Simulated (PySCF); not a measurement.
Job file and geometry (Å, from GFN2-xTB) of an NMR shielding run on SMILES CSBB(SC)S[SiH3], C2H10B2S3Si, GIAO PBE0/pcSseg-1 NMR shielding, non-relativistic, gas phase (PySCF 2.14.0, density-fitted response routines); density fitting, a coarse starting grid and PySCF grid level 2 are the driver's defaults:

```
$ OMP_NUM_THREADS=1 python probes_run.py task.json out

{"job": {"kind": "nmr", "xc": "PBE0", "basis": "pcSseg-1"}, "charge": 0, "multiplicity": 1}
C      3.733587    -0.495432    -0.529829
S      2.048581    -0.507621    -1.246782
B      0.992698    -0.345157     0.158858
B     -0.656934    -0.365947     0.023590
S     -1.639041     1.043292    -0.510991
C     -0.397388     2.319855    -0.920155
S     -1.548102    -1.863276     0.481977
Si    -3.643592    -1.474967     0.115466
H      3.857170    -1.370725     0.099336
H      4.434755    -0.527446    -1.357292
H      3.875028     0.412037     0.047190
H      1.544113    -0.225134     1.190286
H     -0.944068     3.177928    -1.296749
H      0.275474     1.937840    -1.681204
H      0.152624     2.589906    -0.024007
H     -3.806562    -1.173612    -1.299224
H     -4.062193    -0.374568     0.971836
H     -4.224909    -2.750655     0.501277
```

Question: Write the output of this run.

Answer: 
```
coarse grid: 17040 points
cycle   1  E = -1615.2109073377  dE =  5.982e-01  |g| = 2.997e-01  |ddm| = 3.975e+00
cycle   2  E = -1615.2158077365  dE = -4.900e-03  |g| = 2.828e-01  |ddm| = 8.589e-01
cycle   3  E = -1615.2386980698  dE = -2.289e-02  |g| = 6.781e-02  |ddm| = 4.910e-01
cycle   4  E = -1615.2398892552  dE = -1.191e-03  |g| = 3.008e-02  |ddm| = 1.310e-01
cycle   5  E = -1615.2401344941  dE = -2.452e-04  |g| = 6.127e-03  |ddm| = 3.949e-02
cycle   6  E = -1615.2401442400  dE = -9.746e-06  |g| = 2.537e-03  |ddm| = 1.150e-02
final grid: 145720 points
cycle   7  E = -1615.2904363806  dE = -3.576e-05  |g| = 1.166e-02  |ddm| = 4.035e-02
cycle   8  E = -1615.2904140071  dE =  2.237e-05  |g| = 1.482e-02  |ddm| = 2.394e-02
cycle   9  E = -1615.2904693903  dE = -5.538e-05  |g| = 9.775e-04  |ddm| = 1.525e-02
cycle  10  E = -1615.2904696650  dE = -2.747e-07  |g| = 3.016e-04  |ddm| = 1.857e-03
cycle  11  E = -1615.2904696916  dE = -2.665e-08  |g| = 9.367e-05  |ddm| = 4.922e-04
cycle  12  E = -1615.2904696941  dE = -2.487e-09  |g| = 2.879e-05  |ddm| = 1.429e-04
cycle  13  E = -1615.2904696944  dE = -2.356e-10  |g| = 5.830e-06  |ddm| = 4.483e-05
converged SCF energy = -1615.2904696944

GIAO shielding tensors (ppm)
atom      isotropic    diamagn.    paramagn.     s11        s22        s33       span
  0 C      161.656     250.760     -89.103    139.422    155.781    189.766     50.344
  1 S      378.920    1060.583    -681.663     76.506    480.930    579.325    502.818
  2 B       22.210     196.275    -174.065    -51.133     -6.274    124.038    175.172
  3 B       29.233     197.630    -168.397    -27.565     -3.920    119.184    146.749
  4 S      455.797    1061.374    -605.577    233.931    556.282    577.178    343.247
  5 C      165.595     252.269     -86.674    152.438    160.292    184.054     31.617
  6 S      593.861    1060.740    -466.879    343.399    679.339    758.844    415.445
  7 Si     415.041     879.817    -464.776    382.237    413.309    449.576     67.339
  8 H       28.980      29.292      -0.312     23.783     27.587     35.568     11.785
  9 H       29.494      28.066       1.428     24.414     26.999     37.069     12.655
 10 H       29.072      30.070      -0.998     24.157     27.905     35.154     10.997
 11 H       23.378      32.464      -9.085     16.359     26.084     27.692     11.333
 12 H       29.634      29.662      -0.028     24.189     27.351     37.363     13.174
 13 H       28.882      31.982      -3.100     23.234     28.424     34.988     11.754
 14 H       29.554      31.864      -2.310     25.391     27.306     35.965     10.573
 15 H       26.954      29.397      -2.443     22.966     25.865     32.030      9.064
 16 H       26.889      29.374      -2.485     22.912     25.659     32.098      9.186
 17 H       27.325      28.396      -1.071     23.428     25.100     33.446     10.018
```

Size and cost of the density-fitted run: 214 basis functions, 96 s wall time on 1 thread of an Arm Neoverse N1, shared host; peak memory 0.95 GiB.
